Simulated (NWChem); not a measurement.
System: GeSiH4, singlet; SMILES [SiH3][GeH]

Here is an NWChem input.

```
start job
memory heap 200 mb stack 900 mb global 1100 mb
geometry units angstroms noautoz
  Ge     0.001374     0.875323     0.146171
  H      1.562203     0.786647    -0.183967
  Si    -0.053804    -1.580424     0.023034
  H      0.896763    -2.154548     1.033301
  H      0.401141    -2.023887    -1.337217
  H     -1.403516    -2.177894     0.272272
end
basis spherical
  Ge library def2-svp
  H library def2-svp
  Si library def2-svp
end
dft
  xc slater vwn_5
  iterations 150
  vectors input atomic output neutral.movecs
end
task dft energy
charge 1
dft
  odft
  mult 2
  vectors input atomic output cation.movecs
end
task dft energy
```

Excerpt of the output:

```
             Northwest Computational Chemistry Package (NWChem) 7.3.0
             --------------------------------------------------------

 CS  symmetry detected

                             Geometry "geometry" -> ""
                             -------------------------

 Output coordinates in angstroms (scale by  1.889725989 to convert to a.u.)

  No.       Tag          Charge          X              Y              Z
 ---- ---------------- ---------- -------------- -------------- --------------
    1 Ge                  32.0000    -0.04042334     0.86966062     0.00000000
    2 H                    1.0000     1.55635080     0.81174668     0.00000000
    3 Si                  14.0000    -0.02172176    -1.58971957     0.00000000
    4 H                    1.0000     0.71168014    -2.08517922     1.21264854
    5 H                    1.0000     0.71168014    -2.08517922    -1.21264854
    6 H                    1.0000    -1.38205949    -2.21445406     0.00000000

 Effective nuclear repulsion energy (a.u.)     140.8485712639

      Symmetry information
      --------------------

 Group name             Cs
 Group number              2
 Group order               2
 No. of unique centers     5

                                 NWChem DFT Module
                                 -----------------

 Summary of "ao basis" -> "ao basis" (spherical)
 ------------------------------------------------------------------------------
       Tag                 Description            Shells   Functions and Types
 ---------------- ------------------------------  ------  ---------------------
 Ge                         def2-svp                12       32   5s4p3d
 H                          def2-svp                 3        5   2s1p
 Si                         def2-svp                 8       18   4s3p1d

      Symmetry analysis of basis
      --------------------------

        a'         48
        a"         22

            General Information
            -------------------
          SCF calculation type: DFT
          Wavefunction type:  closed shell.
          No. of atoms     :     6
          No. of electrons :    50
           Alpha electrons :    25
            Beta electrons :    25
          Charge           :     0
          Spin multiplicity:     1
          Use of symmetry is: on ; symmetry adaption is: on
          Maximum number of iterations: 150
          AO basis - number of functions:    70
                     number of shells:    32
          Convergence on energy requested:  1.00D-06
          Convergence on density requested:  1.00D-05
          Convergence on gradient requested:  5.00D-04

              XC Information
              --------------
                        Slater Exchange Functional  1.000 local
                      VWN V Correlation Functional  1.000 local

             Grid Information
             ----------------
          Grid used for XC integration:  medium
          Radial quadrature: Mura-Knowles
          Angular quadrature: Lebedev.
          Tag              B.-S. Rad. Rad. Pts. Rad. Cut. Ang. Pts.
          ---              ---------- --------- --------- ---------
          Ge                  1.25      112          10.0       590
          H                   0.35       45          11.0       434
          Si                  1.10       88          10.0       590
          Grid pruning is: on
          Number of quadrature shells:   335
          Spatial weights used:  Erf1

      Superposition of Atomic Density Guess
      -------------------------------------

 Sum of atomic energies:       -2365.77915074

      Non-variational initial energy
      ------------------------------

 Total energy =   -2366.076659
 1-e energy   =   -3577.979186
 2-e energy   =    1071.053956
 HOMO         =      -0.214810
 LUMO         =      -0.092198

      Symmetry analysis of molecular orbitals - initial
      -------------------------------------------------

  Numbering of irreducible representations:

     1 a'          2 a"

  Orbital symmetries:

     1 a'          2 a'          3 a'          4 a'          5 a'
     6 a"          7 a'          8 a'          9 a'         10 a'
    11 a"         12 a'         13 a"         14 a'         15 a'
    16 a'         17 a'         18 a"         19 a"         20 a'
    21 a'         22 a'         23 a"         24 a'         25 a'
    26 a"         27 a'         28 a'         29 a"         30 a'
    31 a'         32 a'         33 a'         34 a'         35 a"

   convergence    iter        energy       DeltaE   RMS-Dens  Diis-err
 ---------------- ----- ----------------- --------- --------- ---------
 d= 0,ls=0.0,diis     1  -2364.1045694481 -2.50D+03  1.35D-02  3.62D-01
 d= 0,ls=0.0,diis     2  -2364.1212936842 -1.67D-02  7.56D-03  1.28D-01
 d= 0,ls=0.0,diis     3  -2364.1358093244 -1.45D-02  3.16D-03  1.23D-02
 d= 0,ls=0.0,diis     4  -2364.1381729364 -2.36D-03  1.04D-03  2.69D-03
 d= 0,ls=0.0,diis     5  -2364.1386993810 -5.26D-04  1.98D-04  8.98D-05
  Resetting Diis
 d= 0,ls=0.0,diis     6  -2364.1387091737 -9.79D-06  5.41D-05  4.19D-06
 d= 0,ls=0.0,diis     7  -2364.1387099879 -8.14D-07  2.99D-05  3.16D-07
 d= 0,ls=0.0,diis     8  -2364.1387099104  7.76D-08  1.82D-05  6.02D-07
 d= 0,ls=0.0,diis     9  -2364.1387100774 -1.67D-07  1.53D-06  1.19D-08

         Total DFT energy =    -2364.138710077360
      One electron energy =    -3577.889366452427
           Coulomb energy =     1169.829042769429
    Exchange-Corr. energy =      -96.926957658295
 Nuclear repulsion energy =      140.848571263933

 Numeric. integr. density =       50.000001405782

                  Occupations of the irreducible representations
                  ----------------------------------------------

                     irrep           alpha         beta
                     --------     --------     --------
                     a'               19.0         19.0
                     a"                6.0          6.0

                       DFT Final Molecular Orbital Analysis
                       ------------------------------------

 Vector   23  Occ=2.000000D+00  E=-3.085816D-01  Symmetry=a'
              MO Center= -3.4D-01, -1.7D+00,  4.6D-10, r^2= 2.7D+00
   Bfn.  Coefficient  Atom+Function         Bfn.  Coefficient  Atom+Function
  ----- ------------  ---------------      ----- ------------  ---------------
    66      0.325365  6 H  s                 45     -0.293210  3 Si px
    48     -0.248730  3 Si px                56     -0.182819  4 H  s
    61     -0.182819  5 H  s                 42      0.170166  3 Si px
    67      0.164332  6 H  s                  4      0.112032  1 Ge s
    57     -0.098139  4 H  s                 62     -0.098139  5 H  s

 Vector   24  Occ=2.000000D+00  E=-2.586697D-01  Symmetry=a'
              MO Center=  2.4D-01,  1.1D-01, -2.5D-12, r^2= 3.6D+00
   Bfn.  Coefficient  Atom+Function         Bfn.  Coefficient  Atom+Function
  ----- ------------  ---------------      ----- ------------  ---------------
    33      0.320071  2 H  s                 12      0.294282  1 Ge px
    34      0.255494  2 H  s                 15      0.205592  1 Ge px
     4     -0.192538  1 Ge s                 66      0.182787  6 H  s
    46     -0.177952  3 Si py                 9     -0.169146  1 Ge px
    49     -0.156920  3 Si py                13      0.154477  1 Ge py

 Vector   25  Occ=2.000000D+00  E=-2.126587D-01  Symmetry=a'
              MO Center= -2.3D-02,  3.6D-01,  8.2D-13, r^2= 3.8D+00
   Bfn.  Coefficient  Atom+Function         Bfn.  Coefficient  Atom+Function
  ----- ------------  ---------------      ----- ------------  ---------------
     4      0.344011  1 Ge s                 13      0.327401  1 Ge py
     5      0.287696  1 Ge s                 49     -0.273277  3 Si py
    16      0.267354  1 Ge py                46     -0.238795  3 Si py
     3     -0.196880  1 Ge s                 10     -0.183322  1 Ge py
    12     -0.161117  1 Ge px                15     -0.140356  1 Ge px

 Vector   26  Occ=0.000000D+00  E=-1.599676D-01  Symmetry=a"
              MO Center=  8.8D-03,  6.6D-01, -7.9D-16, r^2= 3.0D+00
   Bfn.  Coefficient  Atom+Function         Bfn.  Coefficient  Atom+Function
  ----- ------------  ---------------      ----- ------------  ---------------
    17      0.600357  1 Ge pz                14      0.490317  1 Ge pz
    11     -0.266385  1 Ge pz                57     -0.135063  4 H  s
    62      0.135063  5 H  s                 56     -0.095249  4 H  s
    61      0.095249  5 H  s                  8      0.086412  1 Ge pz
    50      0.070615  3 Si pz                52      0.064071  3 Si d -1

 Vector   27  Occ=0.000000D+00  E=-8.553245D-03  Symmetry=a'
              MO Center=  2.4D-02,  1.2D-01,  9.3D-14, r^2= 5.4D+00
   Bfn.  Coefficient  Atom+Function         Bfn.  Coefficient  Atom+Function
  ----- ------------  ---------------      ----- ------------  ---------------
    16      0.957325  1 Ge py                49      0.825732  3 Si py
    41      0.680916  3 Si s                 40      0.460333  3 Si s
    15      0.440733  1 Ge px                34     -0.400772  2 H  s
    13      0.304415  1 Ge py                 4     -0.240385  1 Ge s
     5     -0.227867  1 Ge s                 39      0.211651  3 Si s

 Vector   28  Occ=0.000000D+00  E= 1.062065D-02  Symmetry=a'
              MO Center=  1.5D-01, -3.3D-01,  2.0D-14, r^2= 5.1D+00
   Bfn.  Coefficient  Atom+Function         Bfn.  Coefficient  Atom+Function
  ----- ------------  ---------------      ----- ------------  ---------------
    34      1.006121  2 H  s                 15     -0.686257  1 Ge px
    48     -0.677394  3 Si px                 4     -0.640832  1 Ge s
    49      0.548431  3 Si py                57      0.503620  4 H  s
    62      0.503620  5 H  s                  5     -0.419790  1 Ge s
    67     -0.376455  6 H  s                 16      0.313199  1 Ge py

[...]
```

Level: LDA (Slater exchange, VWN5)/def2-SVP, vertical spin-unrestricted ions. Low-valent species are run as closed-shell singlets; no triplet was tried in these runs. Geometry: optimised at PBE0/def2-SVP.
